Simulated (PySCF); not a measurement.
# Worked example: oscillator strength and radiative lifetime

C2H7BeN, SMILES C[CH2][Be][NH2].

Coordinates come from a PBE0-D3(BJ)/def2-SVP optimisation. One conformer was computed; it need not be the lowest.

TDA-LC-ωPBE/def2-SVPD in PySCF puts the first singlet state with f over 0.02 at 6.61 eV (vertical), with the transition dipole (-0.673, 0.204, 0.000) in atomic units.

Question: Find the oscillator strength, the wavelength and the radiative lifetime that this transition would have in vacuum if emission retraced absorption.

Answer: 
|μ|² = 0.4945 au, so |μ| = 1.79 D. ΔE = 6.61/27.211 = 0.2429 hartree. f = (2/3) ΔE |μ|² = 0.080 (the program prints 0.080).
λ = 1239.84/6.61 = 188 nm; ν = 53313 cm⁻¹.
Einstein's coefficient A = 0.6670 ν² f s⁻¹ (ν in cm⁻¹) = 1.5e8 s⁻¹, so τ = 1/A = 6.6 ns. This state is S2; the lower singlet has f = 0.000. The figure is the radiative limit of this one transition; relaxation, internal conversion, crossing to triplets and a medium change what is measured.
